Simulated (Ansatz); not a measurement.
Total energies of `CC(=O)[O][GeH]([O]C(C)=O)[O]C(C)=O`.

```xyz
23

C     3.088    1.833   -1.849
C     2.479    1.057   -0.727
O     3.061    0.252   -0.038
O     1.189    1.329   -0.538
Ge    0.489    0.369    0.827
O     0.465   -1.358    0.364
C    -0.390   -1.772   -0.580
C    -0.326   -3.254   -0.773
O    -1.113   -1.021   -1.181
O    -1.104    1.232    0.798
C    -1.947    0.622    1.620
C    -3.319    1.205    1.628
O    -1.586   -0.333    2.275
H     2.552    1.613   -2.774
H     2.975    2.902   -1.658
H     4.139    1.577   -1.952
H     1.218    0.545    2.142
H    -0.991   -3.551   -1.581
H     0.700   -3.554   -0.992
H    -0.618   -3.749    0.155
H    -3.267    2.283    1.789
H    -3.923    0.730    2.397
H    -3.770    1.044    0.646
```

Charge 0, multiplicity 1. Correlated methods include outer-core shells of Ge, which these sets cover unevenly. Scalar relativity is left out up to krypton. The structure was optimised at the PBE0-D4/def2-TZVP level. It is one conformer, not always the lowest. Basis def2-TZVPP, Ansatz 0.2.0.

RPA on PBE orbitals: Hartree–Fock energy of these orbitals -2757.83552 Eh, correlation -4.03943 Eh (frozen core).

```tsv
functional	energy without D4 (Eh)	D4 term (kJ/mol)
LDA (SPW92)	-2754.93718	–
PBE	-2762.35065	-62.7
BLYP	-2763.32125	-134.0
r2SCAN	-2763.08262	-17.8
PBE0	-2762.41502	-53.9
B3LYP	-2763.48059	-99.0
r2SCAN0	-2762.96016	-20.5
HSE06 (plane-wave form)	-2762.38291	-50.4
BHLYP	-2763.04588	-74.1
CAM-B3LYP	-2763.29191	-54.9
LC-ωPBE	-2762.73861	–
ωB97X-V	-2763.03663	–
ωB97M-V	-2763.10805	–
PBE-QIDH	-2761.99411	–
```

Question: Give the same for revPBE, B97M-V, r2SCANh, B2PLYP. (An estimate is asked.)

Answer: Computed: 
```tsv
functional	energy without D4 (Eh)	D4 term (kJ/mol)
revPBE	-2763.05502	-186.5
B97M-V	-2762.92989	–
r2SCANh	-2763.03201	-18.8
B2PLYP	-2762.57984	–
```

B3LYP takes the VWN-RPA correlation (the form of Gaussian; ORCA's B3LYP/G). HSE06 is the plane-wave form, built on full-range PBE exchange. The double hybrids freeze the cores in their second-order part.

LC-ωPBE has ω = 0.4 bohr⁻¹.
